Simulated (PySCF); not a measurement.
Compound: CH10GeO2Si2.
SMILES with atom numbers: `[CH3:1][SiH2:2][O:3][GeH2:4][O:5][SiH3:6]` (hydrogens: H7, H8, H9 on C1; H10, H11 on Si2; H12, H13 on Ge4; H14, H15, H16 on Si6)

Structure used (PBE0-D3(BJ)/def2-SVP), in Å, numbered top down from 1:
```
atom  x, y, z in Å
C1    -1.9075   -1.0887    0.2725
Si2   -1.4334   -0.0458   -1.2070
O3    -0.5948    1.3171   -0.7347
Ge4    0.3438    1.7965    0.6785
O5     1.3916    0.4358    1.1144
Si6    2.4573   -0.5363    0.2885
H7    -2.4453   -1.9946   -0.0498
H8    -2.5621   -0.5320    0.9611
H9    -1.0104   -1.4043    0.8279
H10   -2.6490    0.4051   -1.9485
H11   -0.5776   -0.8440   -2.1385
H12    1.1962    2.9981    0.2540
H13   -0.5741    2.0221    1.8853
H14    3.4438   -1.0851    1.2622
H15    3.1795    0.2407   -0.7671
H16    1.7268   -1.6666   -0.3624
```

The calculation used PBE0-D3(BJ)/def2-SVP geometry optimisation, gas phase (PySCF).

Take the most abundant isotopes and a rigid rotor. The values belong to one conformer with, in the numbering `[CH3:1][SiH2:2][O:3][GeH2:4][O:5][SiH3:6]`, C1–Si2–O3–Ge4 22°, Si2–O3–Ge4–O5 44°, O3–Ge4–O5–Si6 50°.

(1) Give the principal moments of inertia and the rotational constants in MHz.

(2) What kind of rotor is it?

(3) Is it planar, by Δ = Ic − Ia − Ib?

(4) Predict some low-J microwave lines.

(5) Estimate the classical rotational partition function at 25 K, 298.15 K and 500 K.

Answers

(1) Ia = 296.24, Ib = 458.12, Ic = 634.07 u·Å²; 505379 MHz·u·Å²/I gives A = 1706, B = 1103, C = 797.0 MHz.

(2) An asymmetric top: κ = (2 × 1103 − 1706 − 797.0)/(1706 − 797.0) = -0.33.

(3) Not planar: Δ = Ic − Ia − Ib = -120.30 u·Å². For a rigid frame Δ = −2 Σ m c², so Σ m c² = 60.15 u·Å² lies off the ab plane: 17.24 from hydrogen and 42.91 from heavier atoms. The atom farthest from that plane is 1.96 Å away.

(4) The dipole components are |μa| = 0.07 D, |μb| = 0.43 D, |μc| = 0.77 D. The squared components, which scale the intensities, stand as 0.01 : 0.32 : 1.00 (a : b : c). Some lines, for components of 0.1 D or more:

```
type  branch         J(Ka,Kc)   MHz  lower level (cm⁻¹)
   b       Q  1(1,0) ← 1(0,1)   909               0.063
   b       Q  3(2,1) ← 3(1,2)  1826               0.434
   b       Q  2(2,1) ← 2(1,2)  2727               0.200
   c       R  1(1,0) ← 0(0,0)  2809               0.000
   b       R  2(0,2) ← 1(1,1)  3107               0.083
   b       Q  3(2,2) ← 3(1,3)  3236               0.373
   b       Q  3(3,1) ← 3(2,2)  3830               0.481
   b       R  3(1,2) ← 2(2,1)  4284               0.291
   c       R  2(2,0) ← 1(1,0)  6005               0.094
   b       R  2(2,0) ← 1(1,1)  6311               0.083
   b       R  3(3,1) ← 2(2,0)  9440               0.294
```

(5) Point group C1, symmetry number σ = 1; q = (√π/σ)·√((kT/h)³/(ABC)), k/h = 20836.6 MHz/K: 17200 at 25 K, 709000 at 298.15 K, 1540000 at 500 K.

Stationary, but not proved a minimum. Constants of a rigid frame at the computed geometry: no zero-point averaging, no centrifugal distortion. A rigid rotor knows nothing of internal rotation, which can split or shift real lines.
